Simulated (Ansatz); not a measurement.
Program: Ansatz. Geometries: PBE0-D4/def2-TZVP. ΔE: electronic, gas phase. CBS: MP2 limit from def2 TZ/QZ plus the TZ coupled-cluster correction, frozen cores. DFT in def2-TZVPP. Elements past krypton have def2 core potentials. For Te outer-core shells are correlated without core-valence functions, which leaves a few kJ/mol of doubt a bond. Each species was taken in one conformer, which may not be the lowest.

`N[Si](O)(O)[TeH]` + `NC[SiH](N)O` → `NC[TeH]` + `N[SiH](O)[Si](N)(O)O`  (redistribution)

```tsv
level	ΔE (kJ/mol)
PBE-D4	99.7
r2SCAN-D4	114.0
PBE0-D4	109.9
ωB97X-V	111.8
B2PLYP	110.4
SCS-MP2/def2-QZVPP	115.7
MP2/CBS(def2)	121.7
CCSD/CBS(def2)	114.9
```

Task: What does CCSD(T)/CBS give? (An estimate is asked.)

Result: Ansatz gave: +112.6 kJ/mol. The listed levels differ from it by -12.9, 1.4, -2.7, -0.8, -2.2, 3.1, 9.1, 2.3 kJ/mol.

Largest T1 diagnostic among the species: 0.012.

From PBE to PBE0 (25 % exact exchange), in def2-TZVPP and without D4, ΔE moves by +10.4 kJ/mol. In def2-TZVPP, CCSD(T) changes the Hartree–Fock value by −12.4 kJ/mol (the triples alone add −2.3 kJ/mol) and MP2 by −3.3 kJ/mol.
